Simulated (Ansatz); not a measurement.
`S[CH]1[O][Al]1[Cl]`, relaxed with RKS PBE-D4/def2-SVP in the Gaussian-basis code of Ansatz from a rough embedded geometry. The force threshold is 0.03 eV/Å; the program also tests the step.

The species carries charge 0 and has multiplicity 1.

Start:

```xyz
7

S     0.428   -1.420   -0.977
C     0.679   -0.179    0.278
O     1.258    0.962   -0.303
Al   -0.446    1.374    0.255
Cl   -2.558    1.887   -0.346
H    -0.551   -2.129   -0.150
H     1.190   -0.495    1.244
```

Task: By how much does the energy fall, and how many steps does the optimiser take? (Estimate.)

Result: Ansatz gave: 1.05 eV, in 22 steps, 2 of them rejected.

Task: Which bonds change most? (Estimate.)

Result: Computed: Al4–Cl5 from 2.255 to 2.085 Å; O3–Al4 from 1.840 to 1.728 Å; C2–O3 from 1.406 to 1.508 Å; S1–H6 from 1.465 to 1.372 Å.

Task: Give the relaxed structure. (Best estimate.)

Result: Computed: 
```xyz
7

S    -0.125   -1.783   -0.594
C     0.209   -0.314    0.369
O     0.897    0.832   -0.329
Al   -0.737    1.300   -0.014
Cl   -2.049    2.902   -0.261
H     1.103   -2.387   -0.505
H     0.701   -0.550    1.334
```
